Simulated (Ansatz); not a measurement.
Basis sets compared for (BeTe)2 ring (Be₂Te₂). Charge 0, multiplicity 1. Geometry PBE0-D4/def2-TZVP. Ansatz on 4 threads of Arm Neoverse V1 on a shared host; times are rough, and most runs start from earlier orbitals.

```xyz
4

Be    0.9508   -0.4037   -0.1288
Te   -0.1397   -0.9010    1.7921
Be   -0.9509    0.4037    0.1288
Te    0.1397    0.9010   -1.7921
```

In the def2 sets Te takes a core potential; there is no spin–orbit coupling.

Binding counts from free atoms (Be singlet, Te triplet) in the same basis, without a counterpoise term.

```csv
level,functions,energy (Eh),HOMO (eV),LUMO (eV),binding per atom (eV),wall time
PBE-D4/def2-SVP,70,-565.5269,-5.21,-3.63,2.56,0.55 s
PBE0-D4/def2-SVP,70,-565.5755,-6.12,-2.95,2.49,0.9 s
```

Estimate the rows for PBE-D4/def2-TZVP, PBE0-D4/def2-TZVP.


```json
{"level": "PBE-D4/def2-TZVP", "functions": "138", "energy (Eh)": "-565.5803", "HOMO (eV)": "-5.29", "LUMO (eV)": "-3.59", "binding per atom (eV)": "2.57", "wall time": "1.1 s"}
{"level": "PBE0-D4/def2-TZVP", "functions": "138", "energy (Eh)": "-565.6286", "HOMO (eV)": "-6.18", "LUMO (eV)": "-2.88", "binding per atom (eV)": "2.51", "wall time": "2 s"}
```
